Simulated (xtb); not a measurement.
xtb input (GFN2-xTB):

```bash
xtb mol.xyz --gfn 2 --ohess tight --chrg 0 --uhf 0
```
mol.xyz:
```
11

O     -1.16684638     0.59003265     1.34411906
Si    -0.27493415     0.34805479    -0.06733820
O     -1.32537608    -0.15729898    -1.21324265
O      0.42364704     1.75197505    -0.32271062
Si     1.23945226    -1.47258496     0.14943709
H     -0.88040574     1.29987116     1.96206249
H     -2.13172893     0.33196457    -1.26790644
H      1.04843015     1.83337214    -1.06811082
H      0.55658135    -2.71118339     0.36749354
H      2.14686099    -1.17516428     1.25519413
H      2.06465455    -1.50992743    -1.06053570
```

End of the output:

```
   ------------------------------------------------------------------------

         :::::::::::::::::::::::::::::::::::::::::::::::::::::
         ::                  THERMODYNAMIC                  ::
         :::::::::::::::::::::::::::::::::::::::::::::::::::::
         :: total free energy         -18.819604476820 Eh   ::
         ::.................................................::
         :: total energy              -18.851289079989 Eh   ::
         :: zero point energy           0.064886889115 Eh   ::
         :: G(RRHO) w/o ZPVE           -0.033202285946 Eh   ::
         :: G(RRHO) contrib.            0.031684603169 Eh   ::
         :::::::::::::::::::::::::::::::::::::::::::::::::::::

optimized geometry written to: xtbopt.xyz

           -------------------------------------------------
          | TOTAL ENERGY              -18.851289079989 Eh   |
          | TOTAL ENTHALPY            -18.776209368051 Eh   |
          | TOTAL FREE ENERGY         -18.819604476820 Eh   |
          | GRADIENT NORM               0.000422536896 Eh/α |
          | HOMO-LUMO GAP               4.893450718987 eV   |
           -------------------------------------------------

------------------------------------------------------------------------
------------------------------------------------------------------------
 total:
 SCF:
 ANC optimizer:
 analytical hessian:
Note: The following floating-point exceptions are signalling: IEEE_UNDERFLOW_FLAG IEEE_DENORMAL
normal termination of xtb
```
